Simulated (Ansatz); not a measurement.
Basis-set extrapolation for `C1=Cc2ccccc2C1` (PBE0-D4/def2-TZVP geometry, frozen core, the Gaussian-basis code of Ansatz). Multiplicity 1, RHF reference.

|  | def2-TZVPP | def2-QZVPP |
| --- | --- | --- |
| HF | -345.584072 | -345.598296 |
| MP2 correlation | -1.417334 | -1.506406 |
| CCSD(T) correlation | -1.526472 | not run |

Energies in hartree. Use E(X) = E(∞) + A·exp(−7.88·√X) for Hartree–Fock and E(X) = E(∞) + B·X^(−2.97) for correlation, with X = 3 and 4, and add CCSD(T) minus MP2 of the smaller set to the MP2 limit.

Q: What is the CCSD(T) energy at the basis-set limit?

A: HF limit: -345.598296 + (-0.014224) × 0.13774 = -345.60026. MP2 limit: -1.506406 + (-0.089072) × 0.74074 = -1.57239. Higher-order term: -1.526472 − (-1.417334) = -0.10914. Total: -347.28179 hartree, 449.6 kJ/mol below CCSD(T)/def2-TZVPP.
